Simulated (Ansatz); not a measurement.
Input and output for SbSbSbSb tetrahedron (Sb₄).

```yaml
crystal:
  periodic: [false, false, false]
  atoms:
    - {symbol: Sb, position_ang: [-1.472130, 0.601694, -0.705962]}
    - {symbol: Sb, position_ang: [-0.383826, -1.097101, 1.294847]}
    - {symbol: Sb, position_ang: [0.930259, 1.331305, 0.624351]}
    - {symbol: Sb, position_ang: [0.925687, -0.835899, -1.213236]}
basis:
  gaussian: {orbitals: def2-mTZVPP, nuclear_model: gaussian}
hamiltonian: {xc: {name: wB97X}}
```

```sh
$ ansatz run in.yaml --threads 4 --pin off --events-out ev --progress --plain --max-ram 3916MiB
```

Shortened log:

```
Functional definition: wB97X
1648 factors; integrals over basis functions are off by at most 1.9e-4 eV
375 factors; integrals over basis functions are off by at most 1.3e-5 eV
mean field evaluation 1: about -26158.3773 eV, gradient 6.0e0 eV
mean field evaluation 2: about -26158.5831 eV, gradient 2.6e0 eV
mean field evaluation 4: about -26158.6274 eV, gradient 3.0e-1 eV
mean field evaluation 8: about -26158.6464 eV, gradient 2.3e-2 eV
mean field evaluation 16: about -26158.6464 eV, gradient 7.0e-5 eV
mean field -26158.64639915 eV, -961.3125242015 hartree, gradient 7.0e-5 eV, S^2 0.000000; 0 other end points of the search recorded, 0 dependent functions left out
reference -26158.64637007 eV, -961.3125231326 hartree; 46, 46 occupied and 98, 98 virtual orbitals, 1648 factors
Total energy: -26158.64637007 eV, -961.3125231326 hartree
```

Run time 9 s (4 threads of Arm Neoverse V1 on a shared host), peak host memory 0.64 GiB.

In the def2 sets Sb takes a core potential; there is no spin–orbit coupling.
